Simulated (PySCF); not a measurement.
Gas-phase reaction: 3 GaH(CH₃)₂ + 2 C₃H₅ (allyl) = 3 GaH + 4 C₃H₇ (i-propyl)

Method: PySCF energies plus ideal-gas RRHO corrections (1 bar). S°(298 K) at PBE0/def2-TZVP differs from the NASA 1993 table for C₃H₅ (allyl) (-17 J/mol/K); whether the harmonic model or the table's entry is off was not settled. † marks an energy on the PBE0/def2-TZVP geometry and frequencies; other levels use their own. MP2 freezes the core. 6-31G* has spherical d functions here. Open shells (unrestricted): C₃H₅ (allyl) (multiplicity 2), C₃H₇ (i-propyl) (multiplicity 2); the rest are closed-shell singlets. B3LYP is the form with VWN-RPA correlation. Ga: all electrons, no relativistic terms. Methyl groups turn as free rotors in GaH(CH₃)₂. GaH(CH₃)₂, GaH: computed as isolated molecules; such fragments, hydroxides, amides, oligomers or adducts are transient or little studied in the gas. MP2 isn't extrapolated to the basis-set limit; its ΔH°(298 K) is 521.9 kJ in def2-SVP and 612.1 kJ in def2-TZVPP. The harmonic model lacks anharmonicity and excited electronic states, which grow with temperature; levels with a mode under 35 cm⁻¹ are left out. Internal rotation in C₃H₇ (i-propyl) is treated as a harmonic vibration of one conformer, which makes the entropy rough. Warning, spin contamination: C₃H₅ (allyl) (MP2/def2-SVP†).

```csv
level,"ΔE electronic, kJ","ΔH°(298 K), kJ","ΔS°(298 K), J/K","ΔG°(1400 K), kJ"
B3LYP/6-31G*,402,412,295,9
MP2/def2-SVP†,512,522,300,111
PBE/def2-TZVP†,503,513,300,102
LDA/def2-TZVP†,599,609,300,198
ωB97M-V/def2-TZVP†,525,535,300,124
```
ΔH° is lowest at B3LYP/6-31G* and highest at LDA/def2-TZVP†. No reference value is set beside these.
